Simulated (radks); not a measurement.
The numbers below are computed, except where a source is named.
In II, configuration [Kr] 4d10 5s1 5p1 (not the ground configuration). Code: a radial shooting solver on a logarithmic mesh with Libxc functionals. Model: scalar-relativistic Kohn-Sham, PBE, spin-polarised, spherical densities, finite nucleus; open shells are filled with parallel spins first (spin-orbit coupling, left out, can overturn this in heavy ions); Fermi nuclear charge, rms radius 4.6156 fm.

Normalised radial functions P(r) = r R(r), r in bohr:

```
   r/bohr * 4p down, o 5s up (the largest magnitude, 1.16, reaches the edge; | marks zero, & curves that meet)
 0.001186                             &
 0.001594                             *o
 0.002127                             *o
 0.002859                             *o
 0.003813                             *o
 0.005127                             *o
 0.006838                             |*o
 0.009194                             |*o
  0.01226                             | &
  0.01649                             | o*
  0.02199                             | o *
  0.02933                             |o    *
  0.03943                             o       *
  0.05259                           o |         *
  0.07071                          o  |         *
  0.09431                          o  |       *
   0.1268                           o |*
   0.1691                      *      | o
   0.2274              *              |    o
   0.3032                *            |    o
   0.4077                            *o
   0.5438                       o     |               *
   0.7311                     o       |                          *
   0.9751                           o |                         *
    1.311                             |        o      *
    1.749                             |      *        o
    2.351                             | *              o
    3.135                             *           o
    4.216                             *     o
    5.623                             * o
    7.559                             &
    10.08                             &
```

4p down: eigenvalue -87.042 eV, 2 radial nodes at r = 0.132, 0.418 bohr, <r> = 0.921 bohr, 90 % of the charge inside 1.36 bohr. 5s up: eigenvalue -16.571 eV, 4 radial nodes at r = 0.0372, 0.148, 0.401, 1.02 bohr, <r> = 2.44 bohr, 90 % of the charge inside 3.59 bohr.
